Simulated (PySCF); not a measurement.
NICS in isomers of C9H13N.

Probes without a nucleus sit at each ring's centroid and 1 Å off its mean plane on both sides; NICS is minus the shielding there, NICSzz its component along the normal. Level: GIAO PBE0/pcSseg-1 (PySCF, non-relativistic, gas phase) on the GFN2-xTB geometries, one conformer each. Atom numbers follow the mapped SMILES.

Problem. Order these rings by mean NICS(1)zz, lowest (most negative) first (ppm).
A. ring C3–C4–C5–C6–C7–C9 in `[CH3:1][CH2:2][c:3]1[cH:4][cH:5][cH:6][c:7]([CH3:8])[c:9]1[NH2:10]`
B. ring C5–C6–C7–C8–C9–C10 in `[CH3:1][N:2]([CH3:3])[CH2:4][c:5]1[cH:6][cH:7][cH:8][cH:9][cH:10]1`
C. ring C3–C4–C5–C10 in `[N:1]#[C:2][C@@H:3]1[CH2:4][C@@H:5]2[CH2:6][CH2:7][CH2:8][CH2:9][C@H:10]12`
D. ring C2–C9–C10 in `[CH3:1][C@@:2]12[CH2:3][CH2:4][C@@H:5]([C:6]#[N:7])[CH2:8][C@@H:9]1[CH2:10]2`

Solution. B (-28.6), A (-25.5), D (-22.7), C (2.5).

| SMILES | ring | NICS(0) | NICS(1) | NICS(1)zz | HOMA | rms pucker (Å) | ring atoms with four or more neighbours |
| --- | --- | --- | --- | --- | --- | --- | --- |
| CN(C)Cc1ccccc1 | 6-membered carbocycle; formal bonds all aromatic | -8.3 | -11.2 | -28.6 | 1.00 | 0.00 | 0 |
| CCc1cccc(C)c1N | 6-membered carbocycle; formal bonds all aromatic | -8.9 | -10.8 | -25.5 | 0.98 | 0.00 | 0 |
| C[C@@]12CC[C@@H](C#N)C[C@@H]1C2 | 3-membered carbocycle; formal bonds all single | -45.3 | -8.5 | -22.7 | – | 0.00 | 3 |
| N#C[C@@H]1C[C@@H]2CCCC[C@@H]21 | 4-membered carbocycle; formal bonds all single | -3.4 | -2.0 | 2.5 | – | 0.13 | 4 |

NICS(0) gives another order. The isotropic NICS(1) gives the same order. HOMA uses Krygowski's 1993 parameters; it is left out where a ring has a four-coordinate atom, a triple bond, no multiple bond or a kind of bond without parameters. NICS(1) and NICS(1)zz are means over the two faces.
